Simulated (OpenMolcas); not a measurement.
# Levels of Zr2+ by method

- Program: OpenMolcas
- Basis: ANO-RCC-VTZP [7s6p4d2f1g]
- Scalar Hamiltonian: DKH2, point nucleus
- Active space: 2 electrons in 5 orbitals (4d)
- State averaging: 2S+1 = 3 even, 10 roots; 2S+1 = 1 even, 15 roots kept (CI in the orbitals of an earlier block)
- Spin-orbit coupling: state interaction with AMFI integrals over the reference wave functions, term energies averaged over their components

Methods on the same reference wave functions:
A. CASSCF
B. SS-CASPT2, IPEA 0.25 Eh, imaginary shift 0.1 Eh (closed shells correlated: 4s 4p)

Energies in cm⁻¹ above 4d² ³F₂, the measured ground level; measured values from Moore, Atomic Energy Levels, vol. II, NSRDS-NBS 35 (1971 reprint of NBS Circular 467, 1952); NIST levels as listed in Rynkun, Gaigalas and Jonsson, Astron. Astrophys. 637, A10 (2020).

```json
{"Level": "4d² ³F₂", "A": "0.0", "B": "0.0", "Measured": "0.0"}
{"Level": "4d² ³F₃", "A": "667", "B": "698", "Measured": "681"}
{"Level": "4d² ³F₄", "A": "1484", "B": "1512", "Measured": "1486"}
{"Level": "4d² ¹D₂", "A": "9199", "B": "5480", "Measured": "5742"}
{"Level": "4d² ³P₀", "A": "10263", "B": "8550", "Measured": "8062"}
{"Level": "4d² ³P₁", "A": "10515", "B": "8820", "Measured": "8326"}
{"Level": "4d² ³P₂", "A": "11138", "B": "9330", "Measured": "8838"}
{"Level": "4d² ¹G₄", "A": "13973", "B": "11650", "Measured": "11049"}
{"Level": "4d² ¹S₀", "A": "33583", "B": "24090", "Measured": "23979"}
```

Deviations, from unrounded energies. A percentage is the sum of absolute deviations over the sum of measured energies, with the sign that they share, or ± where signs differ.

| Against measurement | Levels | A | B |
| --- | --- | --- | --- |
| mean absolute deviation (cm-1) | 8 | 2800 | 310 |
| fine structure of the ground term (%) | 2 | -0.8 | +2.0 |
| other terms of the ground configuration (%) | 6 | +34.4 | ±3.7 |

B lies closest to measurement on these levels. The largest miss of B in the table is 4d² ¹G₄, by +600 cm-1. The ranking rests on the paired levels alone, and a cruder setting can come out closer through cancelling errors.

From A to B the spin-free energies of the other terms of 4d² shown, above ³F, scale by factors of 0.54 to 0.82.

The lowest spin-free term lies below A's lowest term by 0.256 hartree in B.

CASPT2 breaks the degeneracy within a term, and the mean is taken; among the terms shown or strongly mixed into the levels shown the widest spread is 480 cm-1 (4d² ³F, B). Levels of configurations with an s electron are missing; early in the row they begin among the upper levels of the d shell and mix with terms of their name. Terms from blocks run as CI alone lack orbitals of their own. Without dynamic correlation excited terms often stand tens of per cent too high (terms of higher spin than the ground term too low), and those without a measured partner can miss by more than the paired ones (holds for A). Some levels mix across a computed gap that differs much from the measured one, so their mixing is not that of the real levels (holds for A). Computed and measured levels are paired by configuration, term and J; levels that our copy of the source lacks, or whose pairing is in doubt (as where it misses far off the trend of its configuration), stay unpaired and out of the deviations. Levels of configurations outside the active space are missing.
